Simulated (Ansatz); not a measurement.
Z-matrix (Å, degrees):
```
Zr
O 1 1.904
F 1 1.909 2 114.1
N 1 2.014 2 106.2 3 -119.3
Cl 1 2.373 2 111.0 3 121.6
H 2 0.953 1 164.5 3 -59.9
H 4 1.011 1 125.7 2 -13.1
H 4 1.012 1 125.2 2 167.1
```

The species carries charge 0 and has multiplicity 1. Zr takes the def2 core potential.

Question: List the CAM-B3LYP/def2-TZVPP orbital energies in eV (the Gaussian-basis code of Ansatz). (An estimate is asked.)

Answer: Ansatz gave: Occupied: -2763.64, -672.87, -522.93, -391.14, -258.44, -197.42, -197.38, -197.38, -61.22, -38.26, -37.72, -37.46, -32.41, -28.87, -24.77, -23.49, -16.16, -15.26, -13.83, -13.42, -13.35, -12.52, -11.84, -11.67, -11.22, -10.52, -10.35, -9.29. Lowest empty: 0.16, 0.31, 0.65, 0.91, 0.99, 1.21, 1.38, 1.56.
